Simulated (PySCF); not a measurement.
Molecule: `InChI=1S/B3H4NO3/c4-3-6-1-5-2-7-3/h1-2H,4H2`.

Molfile (atoms numbered from 1):
```
B3H4NO3
     RDKit          3D

 11 11  0  0  0  0  0  0  0  0999 V2000
    2.0339   -0.5795   -0.3188 N   0  0  0  0  0  0  0  0  0  0  0  0
    0.7200   -0.2032   -0.0437 B   0  0  0  0  0  0  0  0  0  0  0  0
   -0.3451   -0.9734   -0.4913 O   0  0  0  0  0  0  0  0  0  0  0  0
   -1.6246   -0.6112   -0.1985 B   0  0  0  0  0  0  0  0  0  0  0  0
   -1.8658    0.5243    0.5354 O   0  0  0  0  0  0  0  0  0  0  0  0
   -0.8235    1.3051    0.9724 B   0  0  0  0  0  0  0  0  0  0  0  0
    0.4583    0.9488    0.6849 O   0  0  0  0  0  0  0  0  0  0  0  0
    2.8246   -0.0401    0.0021 H   0  0  0  0  0  0  0  0  0  0  0  0
    2.2588   -1.4157   -0.8373 H   0  0  0  0  0  0  0  0  0  0  0  0
   -2.5477   -1.2831   -0.5797 H   0  0  0  0  0  0  0  0  0  0  0  0
   -1.0474    2.3019    1.6098 H   0  0  0  0  0  0  0  0  0  0  0  0
  1  2  1  0
  2  3  1  0
  3  4  1  0
  4  5  1  0
  5  6  1  0
  6  7  1  0
  7  2  1  0
  1  8  1  0
  1  9  1  0
  4 10  1  0
  6 11  1  0
M  END
```

Geometry PBE0-D3(BJ)/def2-SVP throughout; GIAO in PySCF, gas phase, one conformer, non-relativistic; equivalent atoms averaged; functional PBE0.

Problem. How do the shifts δ (against NH3, BF3·OEt2, H2O, TMS at the same level) depend on the basis set? (ppm; last column core-seconds on 1 thread of an Arm Neoverse V2, shared host)

Solution. 
```csv
basis set,functions,N1,B4/B6,B2,O5,O3/O7,H10/H11,H8/H9,core-s
pcSseg-0,71,60.9,26.6,15.4,220.2,183.5,5.86,2.32,4.8
6-31G*,106,44.6,24.5,16.7,179.4,149.4,4.68,1.81,8.3
cc-pVDZ,118,52.6,25.6,18.4,204.9,173.9,4.49,2.11,9.7
def2-SVP,118,52.5,25.3,18.2,200.8,168.9,4.37,2.26,8.9
aug-cc-pVDZ,197,48.2,24.8,19.4,196.7,165.8,4.76,2.28,20
"6-311+G(2d,p)",213,53.6,25.4,18.7,203.6,172.5,4.69,2.10,21
def2-TZVP,241,54.8,25.5,18.5,211.8,179.2,4.71,2.10,27
cc-pVTZ,266,56.1,25.0,18.0,210.4,178.6,4.56,2.28,31
IGLO-III,285,54.5,26.8,19.7,209.6,177.5,4.66,2.23,33
pcSseg-2,308,55.5,26.7,19.5,211.3,178.8,4.53,2.42,43
```

Problem. Which nucleus moves most, in ppm?

Solution. O5 (oxygen bonded to 2 B, in a 6-membered ring): from 179.4 ppm with 6-31G* to 220.2 ppm with pcSseg-0. The smallest spread is 0.61 ppm, at H8/H9.

Problem. Taking the largest basis, pcSseg-2 (308 functions), as the yardstick, rank the others by their worst heavy-atom deviation.

Solution. def2-TZVP 1.1 ppm (241 functions), cc-pVTZ 1.6 ppm (266 functions), IGLO-III 1.7 ppm (285 functions), cc-pVDZ 6.3 ppm (118 functions), 6-311+G(2d,p) 7.7 ppm (213 functions), pcSseg-0 8.9 ppm (71 functions), def2-SVP 10.5 ppm (118 functions), aug-cc-pVDZ 14.6 ppm (197 functions), 6-31G* 31.8 ppm (106 functions).

A small basis that lands close on one nucleus may do so by chance; judge by the trend and by all nuclei.
